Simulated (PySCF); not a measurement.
C2H6O2Si, SMILES CO[Si]OC (connectivity only; charge and spin as stated), neutral, multiplicity 1.

Geometry optimised at B3LYP-D3(BJ)/def2-SVP. Other conformers were not sampled.

Level of theory: PBE/def2-TZVP in PySCF.

Symmetry labels are those of the subgroup Cs that the program uses (full group Cs).

Computed valence orbital energies around the gap with their symmetry:
| orbital | symmetry | energy (eV) |
|---|---|---|
| HOMO−7 | A" | -11.05 |
| HOMO−6 | A" | -10.80 |
| HOMO−5 | A' | -10.41 |
| HOMO−4 | A' | -8.05 |
| HOMO−3 | A" | -7.59 |
| HOMO−2 | A' | -7.23 |
| HOMO−1 | A" | -6.78 |
| HOMO | A' | -5.84 |
| LUMO | A" | -1.89 |
| LUMO+1 | A' | -0.18 |
| LUMO+2 | A' | 0.56 |
| LUMO+3 | A' | 1.21 |
